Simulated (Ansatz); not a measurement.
Mulliken charges of `[NH2][In][Br]` radical from r2SCAN/def2-TZVPP in Ansatz (PBE0-D4/def2-TZVP geometry).

| atom | x (Å) | y (Å) | z (Å) | charge (e) |
| --- | --- | --- | --- | --- |
| N1 | -0.067 | -0.341 | 0.925 | -0.473 |
| In2 | -0.172 | -0.597 | -1.127 | 0.564 |
| Br3 | -0.538 | 1.538 | -2.409 | -0.387 |
| H4 | 0.503 | 0.468 | 1.159 | 0.149 |
| H5 | 0.324 | -1.141 | 1.411 | 0.148 |

**Question.** By hand: the dipole of these point charges (1 e Å = 4.8032 D).

**Answer.** Σ q r = (0.266, -0.870, 0.241) e Å, of length 0.941 e Å = 4.52 D.

**Question.** How does the dipole of the full density compare? (Estimate.)

**Answer.** The calculation gave: (0.293, -0.532, 0.330) e Å, 3.32 D; the point charges give 1.36 times that, at 18° from its direction.

Point charges leave out the atoms' own dipoles, such as those of lone pairs, and Mulliken's split depends on the basis, so the two needn't agree.
